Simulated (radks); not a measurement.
All-electron atom: Mg II in [Ne] 3s1. All-electron calculation, non-relativistic Kohn-Sham, exchange-only LDA, spin-polarised, spherical densities, point nucleus; open shells are filled with parallel spins first. Program: a radial shooting solver on a logarithmic mesh with Libxc functionals. Some entries of the table are withheld. Estimate them.

orbital,occ.,eigenvalue (Ry),<r> (bohr),<r^2> (bohr^2)
1s up,1,(1),0.1315,(2)
1s down,1,(3),0.1315,(4)
2s up,1,-6.34029,0.7035,0.5968
2s down,1,-6.32948,0.7019,0.5932
2p up,3,-3.97180,0.6928,0.6183
2p down,3,-3.95833,0.6884,0.6080
3s up,1,-0.83467,(5),9.023
3s down,0,-0.60767,(6),9.626

Answer. 
(1) 1s up eigenvalue (Ry): -92.44855
(2) 1s up <r^2> (bohr^2): 0.02327
(3) 1s down eigenvalue (Ry): -92.44260
(4) 1s down <r^2> (bohr^2): 0.02328
(5) 3s up <r> (bohr): 2.799
(6) 3s down <r> (bohr): 2.860
